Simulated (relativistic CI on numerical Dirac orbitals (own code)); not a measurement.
## Rh+: resonant inelastic scattering at the L2,3 edge

Computed with this model: Dirac-Coulomb-Breit CI, KLI orbitals optimised for each configuration, a model potential for QED, valence Slater integrals scaled by 0.8, Kramers-Heisenberg scattering through one core-hole configuration in a parametric crystal field; configurations [Kr] 4d8 → [He] 2s2 2p5 3s2 3p6 3d10 4s2 4p6 4d9; 80 K; core-hole width 1.6 eV; summed over polarisations. Incident energies are the highest absorption maxima for each field (at most a few, so the weaker spin-orbit partner edge can be absent), on the computed scale of the free ion. Intensities are in per cent of the strongest line above 0.02 eV; levels within 1 cm⁻¹ are merged; final levels count from the ground level, the first row holds all elastic scattering, lines under 0.4 are left out and each table stops after 24 rows. The scale of the Slater integrals is a model choice and moves the terms in proportion.

Field parameters in Wybourne normalisation: D4h B²₀ = −7Ds, B⁴₀ = 21(Dq − Dt), B⁴₄ = 21√(5/14) Dq. The field is a parameter set, without covalency.

S is read from ⟨S²⟩ = S(S + 1).

D4h, 10Dq = 16650, Ds = -1500, Dt = -540 cm⁻¹:

```tsv
Final level (eV)	Degeneracy	Irrep	S	3005.3 eV	3148.2 eV
0.000	2	E	1.00	451.2	75.9
0.001	1	B2	1.00	30.0	11.8
0.646	1	A1	0.03	55.4	18.1
1.282	1	B1	0.06	33.7	17.1
2.047	1	B1	0.99	33.7	4.4
2.058	2	E	1.00	96.2	20.5
2.293	1	B2	0.99	58.5	9.5
2.343	1	B1	1.00	39.2	6.9
2.366	2	E	1.00	80.2	30.6
2.401	1	A2	1.00	28.7	15.0
2.405	1	A1	0.99	34.9	16.1
2.966	1	A1	0.25	44.8	20.2
3.226	1	A2	1.00	46.7	8.7
3.262	1	A1	0.92	43.3	22.0
3.309	2	E	0.89	100.0	35.5
3.369	1	B2	0.05	10.0	6.6
3.409	2	E	0.28	53.1	25.5
3.422	1	B2	0.99	49.0	31.5
3.432	1	B1	0.99	40.7	20.6
3.932	2	E	0.99	56.5	34.4
3.960	1	A1	0.97	39.4	29.8
4.326	2	E	0.08	28.1	38.0
4.811	1	A2	0.04	14.7	28.7
5.246	1	A1	1.00	4.1	4.0
```

D4h, 10Dq = 16650, Ds = -860, Dt = -540 cm⁻¹:

```csv
Final level (eV),Degeneracy,Irrep,S,3005.1 eV,3147.9 eV
0.000,2,E,1.00,383.5,62.6
0.001,1,B2,1.00,21.7,7.4
0.910,1,A1,0.03,42.4,20.0
1.282,1,B1,0.06,27.3,13.1
2.067,2,E,1.00,100.0,27.5
2.068,1,B1,0.98,31.6,6.1
2.463,1,B2,0.99,57.9,9.5
2.491,1,B1,1.00,43.3,6.3
2.511,2,E,1.00,81.2,29.3
2.537,1,A1,0.98,34.9,15.2
2.537,1,A2,1.00,32.0,14.3
2.726,1,A1,0.14,25.2,16.9
3.234,1,A2,1.00,22.9,7.9
3.256,1,A1,0.97,26.4,15.1
3.310,2,E,0.98,67.1,22.3
3.365,1,B2,0.24,14.5,9.0
3.405,1,B2,0.91,27.9,16.4
3.413,1,B1,0.99,29.5,13.1
3.616,2,E,0.20,40.2,26.5
3.683,2,E,0.94,30.5,25.5
3.707,1,A1,0.97,26.0,19.7
4.264,2,E,0.06,19.4,25.5
4.498,1,A2,0.03,9.5,17.7
5.259,1,A1,0.99,0.3,1.2
```

D4h, 10Dq = 16650, Ds = -210, Dt = -540 cm⁻¹:

| Final level (eV) | Degeneracy | Irrep | S | 3005 eV | 3147.9 eV |
| --- | --- | --- | --- | --- | --- |
| 0.000 | 2 | E | 1.00 | 367.6 | 58.3 |
| 0.001 | 1 | B2 | 1.00 | 19.2 | 6.5 |
| 1.137 | 1 | A1 | 0.04 | 29.7 | 17.0 |
| 1.282 | 1 | B1 | 0.06 | 24.6 | 12.7 |
| 2.072 | 2 | E | 1.00 | 100.0 | 27.1 |
| 2.077 | 1 | B1 | 0.98 | 30.1 | 6.6 |
| 2.501 | 1 | A1 | 0.12 | 22.9 | 17.7 |
| 2.597 | 1 | B2 | 0.99 | 57.8 | 12.0 |
| 2.611 | 1 | A1 | 0.98 | 34.4 | 9.7 |
| 2.612 | 1 | A2 | 1.00 | 38.1 | 11.6 |
| 2.612 | 2 | E | 1.00 | 87.0 | 27.2 |
| 2.614 | 1 | B1 | 1.00 | 43.5 | 6.0 |
| 3.301 | 1 | A2 | 0.99 | 11.1 | 9.3 |
| 3.320 | 1 | A1 | 0.99 | 20.8 | 14.5 |
| 3.347 | 2 | E | 0.99 | 58.1 | 13.0 |
| 3.360 | 1 | B2 | 0.28 | 13.6 | 8.0 |
| 3.401 | 2 | E | 1.00 | 22.8 | 28.9 |
| 3.425 | 1 | B2 | 0.89 | 23.5 | 11.4 |
| 3.429 | 1 | A1 | 0.97 | 16.9 | 20.8 |
| 3.430 | 1 | B1 | 0.99 | 27.8 | 11.1 |
| 3.820 | 2 | E | 0.05 | 20.6 | 21.2 |
| 4.181 | 1 | A2 | 0.03 | 7.7 | 16.5 |
| 4.224 | 2 | E | 0.04 | 17.4 | 25.8 |
| 5.205 | 1 | A1 | 0.99 | 0.7 | 1.1 |

For the first field the strongest loss at the lowest incident energy is the level at 3.31 eV (S = 0.89, against 1.00 in the thermal ground state). Levels of other spin, the first over 8 % at 0.65 eV, appear because spin-orbit coupling of the core hole, and in heavier ions of the valence shell too, mixes spins.
